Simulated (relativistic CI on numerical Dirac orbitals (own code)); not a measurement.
Ti²⁺ (3d2) in a crystal field

Calculated by Dirac-Coulomb-Breit CI, KLI orbitals optimised for each configuration, model QED, valence Slater integrals scaled by 0.65, one configuration in a parametric crystal field (own radial code).

Field parameters in Wybourne normalisation: Td as Oh with Dq negative (B⁴₀ = 21Dq, B⁴₄ = √(5/14) B⁴₀). The field is a parameter set, without covalency.

S and J are read from ⟨S²⟩ = S(S + 1) and ⟨J²⟩ = J(J + 1) of each level; they are not fictitious spins.

Td, 10Dq = -1450 cm⁻¹, the lowest 10 levels:

```tsv
E (cm⁻¹)	Degeneracy	Irrep	S	J
0.0	3	T2	1.00	3.12
1416	1	A2	1.00	3.00
1443	3	T2	1.00	3.20
1460	2	E	1.00	3.10
1484	3	T1	1.00	3.32
2515	3	T2	1.00	2.96
2532	2	E	1.00	3.18
2668	3	T1	1.00	3.72
2736	1	A1	1.00	3.99
7974	2	E	0.01	2.21
```

Td, 10Dq = -2600 cm⁻¹, the lowest 16 levels:

| E (cm⁻¹) | Degeneracy | Irrep | S | J |
| --- | --- | --- | --- | --- |
| 0.0 | 3 | T2 | 1.00 | 3.19 |
| 2559 | 1 | A2 | 1.00 | 3.00 |
| 2584 | 3 | T2 | 1.00 | 3.17 |
| 2615 | 2 | E | 1.00 | 3.24 |
| 2631 | 3 | T1 | 1.00 | 3.36 |
| 4470 | 3 | T2 | 1.00 | 2.90 |
| 4476 | 2 | E | 1.00 | 3.03 |
| 4619 | 3 | T1 | 1.00 | 3.66 |
| 4688 | 1 | A1 | 1.00 | 3.95 |
| 8256 | 2 | E | 0.00 | 2.41 |
| 10502 | 3 | T2 | 0.02 | 2.18 |
| 11836 | 1 | A1 | 1.00 | 0.33 |
| 11889 | 3 | T1 | 1.00 | 1.10 |
| 11975 | 2 | E | 1.00 | 2.02 |
| 11988 | 3 | T2 | 0.99 | 2.02 |
| 12883 | 1 | A1 | 0.00 | 3.95 |

Td, 10Dq = -3750 cm⁻¹, the lowest 16 levels:

```csv
E (cm⁻¹),Degeneracy,Irrep,S,J
0.0,3,T2,1.00,3.22
3706,1,A2,1.00,3.00
3731,3,T2,1.00,3.16
3767,2,E,1.00,3.29
3779,3,T1,1.00,3.37
6354,3,T2,1.00,2.86
6354,2,E,1.00,2.95
6497,3,T1,1.00,3.60
6563,1,A1,1.00,3.89
8414,2,E,0.01,2.55
11832,3,T2,0.02,2.29
13394,1,A1,0.86,1.70
13451,1,A1,0.30,3.49
13454,3,T1,1.00,1.23
13532,2,E,1.00,2.05
13545,3,T2,0.99,2.05
```

Td, 10Dq = -4900 cm⁻¹, the lowest 16 levels:

```
E (cm⁻¹)  Degeneracy  Irrep     S     J
     0.0           3     T2  1.00  3.23
    4855           1     A2  1.00  3.00
    4879           3     T2  1.00  3.16
    4917           2      E  1.00  3.31
    4929           3     T1  1.00  3.38
    8124           2      E  0.95  2.89
    8153           3     T2  1.00  2.82
    8286           3     T1  1.00  3.51
    8347           1     A1  1.00  3.79
    8536           2      E  0.14  2.65
   13112           3     T2  0.01  2.39
   13905           1     A1  0.00  3.87
   15069           1     A1  1.00  0.96
   15111           3     T1  1.00  1.40
   15179           2      E  1.00  2.09
   15190           3     T2  1.00  2.09
```

Td, 10Dq = -6050 cm⁻¹, the lowest 16 levels:

| E (cm⁻¹) | Degeneracy | Irrep | S | J |
| --- | --- | --- | --- | --- |
| 0.0 | 3 | T2 | 1.00 | 3.24 |
| 6004 | 1 | A2 | 1.00 | 3.00 |
| 6028 | 3 | T2 | 1.00 | 3.15 |
| 6065 | 2 | E | 1.00 | 3.33 |
| 6078 | 3 | T1 | 1.00 | 3.38 |
| 8559 | 2 | E | 0.02 | 2.71 |
| 9859 | 3 | T2 | 1.00 | 2.78 |
| 9872 | 2 | E | 0.99 | 2.83 |
| 9980 | 3 | T1 | 1.00 | 3.41 |
| 10033 | 1 | A1 | 1.00 | 3.66 |
| 14294 | 1 | A1 | 0.00 | 3.83 |
| 14358 | 3 | T2 | 0.01 | 2.47 |
| 16830 | 1 | A1 | 1.00 | 1.30 |
| 16863 | 3 | T1 | 0.99 | 1.63 |
| 16920 | 2 | E | 1.00 | 2.14 |
| 16929 | 3 | T2 | 1.00 | 2.14 |

The free-ion ground term has S = 1. Every field shown keeps that spin.

Levels of this model without a field, named by their leading LS term (the scale mimics covalency, so terms lie below those of the real free ion): ³F2 0, ³F3 161, ³F4 366, ¹D2 7343, ³P0 8764, ³P1 8819, ³P2 8921, ¹G4 11368 cm⁻¹.
